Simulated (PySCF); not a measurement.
Removing an electron from `CC(=O)O[Si@H]([SiH3])[SiH2][SiH3]`

Species: C₂H₁₂O₂Si₄.
Cartesian coordinates in Å at the PBE0-D3(BJ)/def2-SVP level; atoms count from 1:
```
atom  x, y, z in Å
C1     2.056   -1.882   -0.862
C2     1.280   -0.690   -0.401
O3     1.278   -0.251    0.731
O4     0.559   -0.112   -1.356
Si5   -0.345    1.281   -0.809
Si6    1.135    2.849    0.116
Si7   -1.947    0.528    0.730
Si8   -2.310   -1.752    0.316
H9     2.772   -1.572   -1.637
H10    2.585   -2.334   -0.017
H11    1.373   -2.609   -1.323
H12   -0.977    1.728   -2.084
H13    2.518    2.574   -0.382
H14    0.747    4.233   -0.304
H15    1.100    2.768    1.605
H16   -3.233    1.267    0.518
H17   -1.490    0.756    2.134
H18   -1.021   -2.504    0.422
H19   -3.281   -2.335    1.292
H20   -2.850   -1.926   -1.067
```

Level: wB97X-D/def2-SVPD (PySCF). Frontier orbitals with their largest atomic shares (Löwdin; up to four atoms above 4 %):

```json
{"orbital": "HOMO−3", "ε (eV)": "-10.73", "main atoms": "Si5 19 %, O4 15 %, H12 12 %, O3 12 %"}
{"orbital": "HOMO−2", "ε (eV)": "-10.47", "main atoms": "Si7 29 %, Si8 24 %, H16 8 %, Si5 7 %"}
{"orbital": "HOMO−1", "ε (eV)": "-10.24", "main atoms": "O3 54 %, Si5 10 %, C1 7 %, C2 6 %"}
{"orbital": "HOMO", "ε (eV)": "-9.33", "main atoms": "?"}
{"orbital": "LUMO", "ε (eV)": "0.73", "main atoms": "Si5 28 %, Si7 17 %, Si6 16 %, Si8 10 %"}
{"orbital": "LUMO+1", "ε (eV)": "1.45", "main atoms": "C2 25 %, O3 20 %, O4 10 %, Si5 8 %"}
{"orbital": "LUMO+2", "ε (eV)": "1.62", "main atoms": "Si7 21 %, Si6 16 %, Si8 13 %, Si5 13 %"}
```

**Question.** What vertical ionisation energy does ΔSCF give, and how far is −ε(HOMO) from it?

**Answer.** ΔSCF: 9.30 eV (897 kJ/mol; threshold wavelength 133 nm); ⟨S²⟩ of the doublet left behind is 0.761, against 0.75 for a pure doublet. −ε(HOMO) is 9.33 eV, 0.03 eV above it. For the exact functional −ε(HOMO) would equal the first vertical ionisation energy; wB97X-D (range-separated hybrid) comes within 0.03 eV of that here.

**Question.** On which atoms does the HOMO lie?

**Answer.** Si5 (oxygen-bound silicon) 24 %, Si7 (SiH2 silicon) 23 %, Si6 (SiH3 silicon) 16 %, Si8 (SiH3 silicon) 12 %, so no atom holds as much as 40 %. The HOMO−1 lies 0.91 eV lower.

**Question.** With α = 148.7 au, estimate the like-pair dispersion coefficient by London's formula C6 = (3/4)α²I.

**Answer.** I = 0.3416 Eh, so C6 ≈ 5660 au, a rough estimate.

**Question.** What total energies stand behind the ΔSCF value?

**Answer.** E(N) = -1391.29492 Eh and E(N − 1) = -1390.95332 Eh at the same geometry, 0.34160 Eh apart.

Isolated species at its PBE0-D3(BJ)/def2-SVP geometry (one conformer only).

wB97X-D is run here without its empirical dispersion term; that term would change no orbital, density or response property at a fixed geometry.
